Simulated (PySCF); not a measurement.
C₂H₇NOSi₂, SMILES [SiH3]C1=NC[SiH2]O1. Coordinates come from a PBE-D3(BJ)/def2-SVP optimisation. The structure was generated by enumeration, and PubChem lists no compound with its InChIKey, so it may never have been made. The values are those of a single conformer.

Computed equilibrium geometry at PBE-D3(BJ)/def2-SVP (PySCF confirms it by a frequency run) as Cartesian coordinates in Å, and its point group (one conformer of several):
point group Cs.
```xyz
13

Si    -0.1296     2.4237     0.0000
C      0.1382     0.5381     0.0000
N      1.3069     0.0005     0.0000
C      1.2742    -1.4728     0.0000
Si    -0.5947    -1.8957     0.0000
O     -1.0230    -0.2112     0.0000
H     -0.9191     2.8009     1.2219
H     -0.9191     2.8009    -1.2219
H      1.1996     3.1146     0.0000
H      1.8227    -1.8576    -0.8864
H      1.8227    -1.8576     0.8864
H     -1.1527    -2.5493     1.2300
H     -1.1527    -2.5493    -1.2300
```
